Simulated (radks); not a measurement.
The numbers below are computed, except where a source is named.
The nuclear charge of the rhenium ion Re2+ is varied continuously with 73 electrons held in [Xe] 4f14 5d5. Level of theory: Dirac Kohn-Sham, LDA (Slater exchange, Perdew-Wang correlation), spin-unpolarised, spherical densities, point nucleus; open shells fill j = l - 1/2 first (a radial shooting solver on a logarithmic mesh with Libxc functionals). By the Hellmann-Feynman theorem dE/dZ = E(electron-nucleus)/Z, the electronic potential at the nucleus.

| Z | E (hartree) | E(electron-nucleus)/Z (hartree) | HOMO | e(HOMO) (eV) | <r> HOMO (bohr) |
|---|---|---|---|---|---|
| 74 | -16156.1071 | -545.350 | 5d5/2 | -9.924 | 2.097 |
| 74.1 | -16210.6996 | -546.502 | 5d5/2 | -10.920 | 2.061 |
| 74.2 | -16265.4075 | -547.655 | 5d5/2 | -11.945 | 2.028 |
| 74.3 | -16320.2306 | -548.808 | 5d5/2 | -12.998 | 1.996 |
| 74.4 | -16375.1690 | -549.961 | 5d5/2 | -14.078 | 1.966 |
| 74.5 | -16430.2228 | -551.115 | 5d5/2 | -15.184 | 1.938 |
| 74.6 | -16485.3921 | -552.270 | 5d5/2 | -16.315 | 1.911 |
| 74.7 | -16540.6769 | -553.425 | 5d5/2 | -17.471 | 1.885 |
| 74.8 | -16596.0771 | -554.581 | 5d5/2 | -18.651 | 1.861 |
| 74.9 | -16651.5931 | -555.737 | 5d5/2 | -19.854 | 1.837 |
| 75 | -16707.2246 | -556.895 | 5d5/2 | -21.080 | 1.815 |
| 75.1 | -16762.9720 | -558.052 | 5d5/2 | -22.329 | 1.794 |
| 75.2 | -16818.8351 | -559.211 | 5d5/2 | -23.599 | 1.773 |
| 75.3 | -16874.8142 | -560.370 | 5d5/2 | -24.891 | 1.754 |
| 75.4 | -16930.9092 | -561.530 | 5d5/2 | -26.204 | 1.735 |
| 75.5 | -16987.1203 | -562.691 | 5d5/2 | -27.538 | 1.716 |
| 75.6 | -17043.4475 | -563.853 | 5d5/2 | -28.891 | 1.699 |
| 75.7 | -17099.8909 | -565.015 | 5d5/2 | -30.265 | 1.682 |
| 75.8 | -17156.4506 | -566.179 | 5d5/2 | -31.658 | 1.666 |
| 75.9 | -17213.1266 | -567.343 | 5d5/2 | -33.071 | 1.650 |
| 76 | -17269.9192 | -568.508 | 5d5/2 | -34.502 | 1.634 |

The central difference of E at Z = 75 is -556.895 hartree, to compare with the third column; the second derivative is -11.6 hartree.
